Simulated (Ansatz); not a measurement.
C$_{2}$H$_{2}$ClGe (`[C]#[C][GeH2][Cl]`) radical, relaxed with UKS PBE0-D4/def2-TZVP in the Gaussian-basis code of Ansatz from a PBE-D4/def2-SVP geometry. The force threshold is 0.005 eV/Å; the program also tests the step.

Total charge 0; spin multiplicity 2.

Start:

```xyz
6

C    -0.533   -2.210   -1.235
C    -0.244   -1.186   -0.601
Ge    0.060    0.548    0.135
Cl    0.876    0.257    2.131
H    -1.280    1.299    0.275
H     1.121    1.291   -0.705
```

```tsv
step	energy (eV)	largest force (eV/Å)	largest move (Å)
1	-71130.6504	1.990	0.000
2	-71130.6957	0.148	0.028
3	-71130.6971	0.073	0.009
4	-71130.6978	0.055	0.006
5	-71130.7007	0.030	0.065
6	-71130.7008	0.003	0.004
```

End:

```xyz
6

C    -0.495   -2.219   -1.169
C    -0.272   -1.152   -0.643
Ge    0.057    0.549    0.129
Cl    0.860    0.224    2.092
H    -1.261    1.307    0.282
H     1.111    1.291   -0.691
```

Run time 34 s (4 threads of an Arm Neoverse V1 on a shared host); peak host memory 0.55 GiB.
